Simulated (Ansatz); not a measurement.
CH₆AlFGeO, relaxed with RKS PBE0-D4/def2-TZVP in Ansatz from a PBE-D4/def2-SVP geometry. The force threshold is 0.005 eV/Å; the program also tests the step.

The species carries charge 0 and has multiplicity 1. The bonds changed during the relaxation, so this is another structure than the one it started from.

Start:

```xyz
11

O    -0.269   -1.170    0.274
C    -0.005   -0.060    1.215
Ge    0.046    1.489   -0.112
Al   -0.078   -0.507   -1.596
F     1.418   -1.151   -2.070
H    -0.114   -2.058    0.653
H    -0.818   -0.030    1.966
H     0.971   -0.229    1.713
H     1.339    2.297    0.191
H    -1.158    2.415    0.223
H    -1.331   -0.995   -2.458
```

Question: How much energy does the relaxation release, and in how many steps? (An estimate is asked.)

Answer: The calculation gave: 0.04 eV, in 7 steps.

Question: Which bonds change most? (Estimate.)

Answer: Computed: O1–Al4 from 1.994 to 1.960 Å; Al4–F5 from 1.696 to 1.667 Å; C2–Ge3 from 2.041 to 2.022 Å; C2–H7 from 1.108 to 1.089 Å.

Question: Give the relaxed structure. (Best estimate.)

Answer: Computed: 
```xyz
11

O    -0.286   -1.157    0.263
C    -0.001   -0.058    1.201
Ge    0.048    1.484   -0.106
Al   -0.072   -0.511   -1.575
F     1.403   -1.150   -2.015
H    -0.110   -2.032    0.625
H    -0.795   -0.035    1.946
H     0.962   -0.244    1.676
H     1.323    2.295    0.190
H    -1.152    2.396    0.219
H    -1.319   -0.987   -2.424
```
